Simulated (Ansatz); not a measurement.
Consider the ligand exchange at the Si–C bond: trimethylsilane + dimethylamine → `CN(C)[SiH](C)C` + CH₄.

Isolated molecules relaxed with PBE0-D4/def2-TZVP in Ansatz; ΔE leaves out vibrations. CCSD(T)/CBS adds triple-zeta CCSD(T) − MP2 to the extrapolated MP2 energy (def2 sets, frozen cores). This one scheme is used for every species. DFT in def2-TZVPP. Each species was taken in one conformer, which may not be the lowest.

`C[SiH](C)C`:

Z-matrix (Å, degrees):
```
C
Si 1 1.874
H 1 1.093 2 111.2
H 1 1.093 2 111.1 3 120.1
H 1 1.094 2 110.9 3 -119.9
C 2 1.874 1 110.3 3 -178.9
C 2 1.874 1 110.3 3 58.9
H 2 1.494 1 108.6 3 -60.0
H 6 1.093 2 111.1 1 179.0
H 6 1.094 2 110.9 1 -61.1
H 6 1.093 2 111.1 1 58.9
H 7 1.093 2 111.2 1 -58.8
H 7 1.094 2 110.9 1 61.1
H 7 1.093 2 111.1 1 -178.9
```

`CNC`:

Z-matrix (Å, degrees):
```
C
N 1 1.445
H 1 1.094 2 109.4
H 1 1.092 2 110.0 3 117.9
H 1 1.104 2 114.0 3 -120.2
C 2 1.445 1 112.8 3 65.3
H 2 1.011 1 109.8 3 -171.9
H 6 1.104 2 114.0 1 54.9
H 6 1.094 2 109.4 1 -65.3
H 6 1.092 2 110.0 1 176.8
```

`CN(C)[SiH](C)C`:

Z-matrix (Å, degrees):
```
C
N 1 1.440
H 1 1.102 2 112.8
H 1 1.092 2 110.8 3 -121.0
H 1 1.098 2 110.6 3 120.0
C 2 1.441 1 113.1 3 -61.8
Si 2 1.727 1 122.1 3 94.7
H 6 1.093 2 110.4 1 -177.4
H 6 1.098 2 110.7 1 -58.4
H 6 1.102 2 112.9 1 61.8
C 7 1.876 2 114.2 1 -78.0
C 7 1.869 2 109.8 1 44.9
H 7 1.492 2 105.4 1 163.9
H 11 1.093 7 111.1 2 -57.3
H 11 1.094 7 111.1 2 62.8
H 11 1.094 7 111.0 2 -177.2
H 12 1.093 7 112.0 2 -69.7
H 12 1.092 7 111.3 2 51.8
H 12 1.093 7 109.7 2 171.3
```

CH₄:

```xyz
5

C     0.000    0.000    0.000
H     0.743    0.743    0.287
H    -0.420   -0.458    0.895
H     0.471   -0.767   -0.614
H    -0.795    0.482   -0.568
```

```csv
level,ΔE (kcal/mol)
BLYP-D4,-14.5
r2SCAN-D4,-13.3
PBE-QIDH,-12.9
PBE,-10.8
r2SCAN,-12.7
CAM-B3LYP,-12.6
HF/def2-TZVPP,-12.1
HF/CBS(def2),-12.2
```

Task: What does CCSD(T)/CBS give? (An estimate is asked.)

Result: Ansatz gave: -13.6 kcal/mol. The listed levels differ from it by -0.9, 0.3, 0.7, 2.8, 0.9, 1.0, 1.5, 1.4 kcal/mol.

Largest T1 diagnostic among the species: 0.010.

From BLYP to BHLYP (50 % exact exchange), in def2-TZVPP and without D4, ΔE moves by −1.3 kcal/mol. In def2-TZVPP, CCSD(T) changes the Hartree–Fock value by −1.6 kcal/mol (the triples alone add −0.4 kcal/mol) and MP2 by −2.6 kcal/mol.
